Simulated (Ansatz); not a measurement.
CH$_{6}$BIn, SMILES `C[BH][InH2]`. Charge 0, multiplicity 1. In takes the def2 core potential.

```xyz
9

C     0.316    1.445    0.280
B    -0.469    0.117    0.474
In   -0.157   -1.783   -0.687
H    -0.283    2.338    0.479
H     1.064    1.418    1.093
H     0.870    1.571   -0.651
H    -1.273    0.090    1.368
H    -1.086   -2.207   -2.091
H     1.019   -2.989   -0.266
```

(1) What are the harmonic wavenumbers in cm⁻¹ at PBE0-D4/def2-TZVP (Ansatz, finite differences of forces, unscaled)? (Estimate.)

(2) Is this a minimum?

(3) Give the ideal-gas thermochemistry at 298.15 K and 1 bar (rigid rotor, harmonic oscillator; point group C1, symmetry number 1).

(4) And at 400, 500, 600, 800 and 1000 K?

## Answers

(1) Computed: 110, 158, 169, 258, 396, 504, 575, 631, 780, 818, 1034, 1103, 1298, 1417, 1467, 1763, 1774, 2560, 2987, 3078, 3134.

(2) Yes, all 21 modes are real.

(3) Zero-point energy 155.6 kJ/mol; H(298) − E = 174.8 kJ/mol; entropy 330.2 J/(mol·K), of which translation 170.8, rotation 104.5, vibration 54.9; G(298) − E = 76.3 kJ/mol.

(4) 
```csv
T (K),H − E (kJ/mol),S (J/mol/K),G − E (kJ/mol)
400,185.2,360.2,41.1
500,196.8,386.1,3.8
600,209.7,409.6,-36.0
800,238.3,450.6,-122.2
1000,269.8,485.7,-215.9
```
